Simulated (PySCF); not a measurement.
Computed vibrations of TbOCl

TbOCl (singlet in the valence; each metal's 4f electrons, 8 of them, lie in its core potential, out of spins and levels). PySCF 2.14.0, RKS PBE0, Tb lcecp-1-SVP with ECP54, O def2-SVP, Cl def2-SVP; non-relativistic Hamiltonian with scalar-relativistic core potentials where named; density fitting; no spin-orbit coupling. Central differences of gradients.

```xyz
3

Tb    0.2483    0.0000   -0.2916
O     1.7559    0.0000    0.7291
Cl   -1.9319    0.0000    0.9916
```

Run from Python with OMP_NUM_THREADS=2. Where DIIS fails, smearing, a level shift and second-order steps follow.
It took 19 s on 2 threads of Arm Neoverse V1, with other jobs on the host.

Task: What are the harmonic wavenumbers and infrared intensities?

Result: Modes are labelled in Cs; negative numbers are unstable modes, those under 60 cm⁻¹ near the noise; a finer grid moves soft modes by up to 10 cm⁻¹.
| cm⁻¹ | km/mol | symmetry |
| --- | --- | --- |
| 141 | 22.9 | a' |
| 323 | 60.5 | a' |
| 847 | 203.5 | a' |

Task: Is this a minimum?

Result: Yes. Ideal gas at 298.15 K and 1 bar: S = 318.0 J/(mol K), Cp = 50.5 J/(mol K), H − H(0 K) = 12.9 kJ/mol (rigid rotor, harmonic modes, spin degeneracy alone, that of the 4f electrons in the core included).

An lcecp potential fixes the number of 4f electrons, so in runs with it no electron can move into or out of that shell.
